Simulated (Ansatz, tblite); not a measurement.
Adding an electron: Si4Te3⁺ (the lowest doublet isomer of a short search). Charge 1, multiplicity 2. Geometry: PBE-D4/def2-SVP. Ansatz, gas phase; energy differences of separate SCF runs; the reduced species is a singlet (the triplet lies 1.13 eV higher at PBE0-D4/def2-TZVP).

| atom | x (Å) | y (Å) | z (Å) |
| --- | --- | --- | --- |
| Si1 | -1.6153 | -1.4178 | -0.5221 |
| Si2 | 1.2537 | 1.7842 | 0.3323 |
| Si3 | 0.4214 | -0.2661 | -1.0534 |
| Si4 | 0.1484 | -0.0769 | 1.4810 |
| Te5 | -1.6436 | 1.2909 | 0.1042 |
| Te6 | 2.1469 | 1.0928 | -2.1086 |
| Te7 | -0.7115 | -2.4071 | 1.7666 |

In the def2 sets Te takes a core potential; there is no spin–orbit coupling. The xTB rows come from tblite. The structure comes from a short search, and lower isomers may exist.

**Question.** Estimate orbital energies and vertical electron affinities at: GFN1-xTB; GFN2-xTB; PBE-D4/def2-TZVP; revPBE-D4/def2-TZVP; PBE0-D4/def2-TZVP.

**Answer.** 
```
              level  −HOMO (eV)  −LUMO (eV)  vertical EA (eV)  HOMO–LUMO gap (eV)
           GFN1-xTB           –           –              9.95                   –
           GFN2-xTB           –           –              9.01                   –
   PBE-D4/def2-TZVP        9.10        8.68              6.71                0.42
revPBE-D4/def2-TZVP        9.05        8.60              6.67                0.45
  PBE0-D4/def2-TZVP        9.91        8.13              6.79                1.78
```

  HOMO and LUMO are the levels of the spin that leaves or enters (xTB has no such levels and no spin-polarisation term). Other spin states of the ions may lie lower, which would lower the ionisation energy or raise the affinity. Raw xTB energy differences between charge states are shifted by several eV; the methods need an empirical correction for them.
